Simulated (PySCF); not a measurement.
The dipole of `Cc1ncn([SiH3])n1` from its density and from atomic charges.

Coordinates (GFN2-xTB, Å) and charges (e) from the PBE0/pcSseg-1 density (PySCF):

| atom | x | y | z | Mulliken | IAO | Hirshfeld | ESP-fitted |
| --- | --- | --- | --- | --- | --- | --- | --- |
| C1 | 2.610 | -0.256 | 0.080 | -0.1412 | -0.4390 | -0.1170 | -0.7289 |
| C2 | 1.188 | 0.106 | -0.115 | +0.1233 | +0.2096 | +0.0888 | +0.9357 |
| N3 | 0.789 | 1.198 | -0.825 | -0.4318 | -0.3574 | -0.2157 | -0.7204 |
| C4 | -0.510 | 1.151 | -0.752 | +0.3143 | +0.0478 | +0.0486 | +0.2608 |
| N5 | -0.923 | 0.084 | -0.034 | -0.5247 | -0.2692 | -0.0695 | -0.0234 |
| Si6 | -2.493 | -0.539 | 0.443 | +0.6714 | +0.7685 | +0.3867 | +0.4344 |
| N7 | 0.184 | -0.581 | 0.371 | -0.2536 | -0.2798 | -0.1568 | -0.6380 |
| H8 | 3.111 | -0.307 | -0.885 | +0.1350 | +0.1646 | +0.0531 | +0.1924 |
| H9 | 3.106 | 0.508 | 0.676 | +0.1363 | +0.1638 | +0.0531 | +0.1935 |
| H10 | 2.676 | -1.214 | 0.586 | +0.1279 | +0.1629 | +0.0507 | +0.1874 |
| H11 | -1.188 | 1.851 | -1.195 | +0.0957 | +0.1710 | +0.0691 | +0.1084 |
| H12 | -2.577 | -0.414 | 1.895 | -0.0741 | -0.1129 | -0.0633 | -0.0538 |
| H13 | -2.541 | -1.923 | -0.013 | -0.0716 | -0.1077 | -0.0611 | -0.0471 |
| H14 | -3.434 | 0.334 | -0.255 | -0.1069 | -0.1222 | -0.0668 | -0.1010 |

Question: Form Σ q r in debye for every column and set it beside the full dipole.

Answer: The full density gives (-2.39, -0.25, 0.26) D, 2.41 D in size; dipole vectors point from the negative to the positive end.

```
    scheme     μx     μy    μz  size (D)  share of the full size (%)  angle to the full dipole (°)
  Mulliken  -0.71  -0.88  0.66      1.31                          54                            49
       IAO  -3.29  -0.72  0.58      3.41                         142                             7
 Hirshfeld  -1.88  -0.42  0.34      1.96                          81                             8
ESP-fitted  -2.37  -0.25  0.26      2.40                          99                             0
```

Question: Which set comes closest?

Answer: Length of the difference vector: ESP-fitted 0.01 D, Hirshfeld 0.54 D, IAO 1.06 D, Mulliken 1.84 D. Closest: ESP-fitted. ESP charges are fitted to the potential around the molecule, whose slowest-falling term is the dipole's. 

Question: What is left for the Hirshfeld atoms' own dipoles?

Answer: The shares of the density sum to the whole, so what Σ q r misses lies in dipoles about the nuclei. The atomic dipoles sum to (-2.39, -0.25, 0.26) − (-1.88, -0.42, 0.34) = (-0.51, 0.17, -0.08) D, 0.54 D in size.

Question: With the origin at the mean of the coordinates, (0.000, 0.000, -0.002) Å, which are the largest single terms, by size, of the Mulliken dipole along the direction of the full one?

Answer: Si6 +8.28, N5 -2.27, N3 +2.06, H8 -2.03, H9 -2.00 D; all 14 atoms together +0.86 D. The single terms depend on the origin, their sum doesn't.

Question: Give the size of the full dipole in other units.

Answer: 2.41 D = 0.949 au = 0.502 e·Å = 8.05 × 10⁻³⁰ C·m.

Geometry: GFN2-xTB; no solvent, vibrations or thermal averaging.

These values come from a run that also computed NMR shieldings. Time: 15 s wall. Hardware: one thread of an Arm Neoverse V2, no GPU, on a shared host.
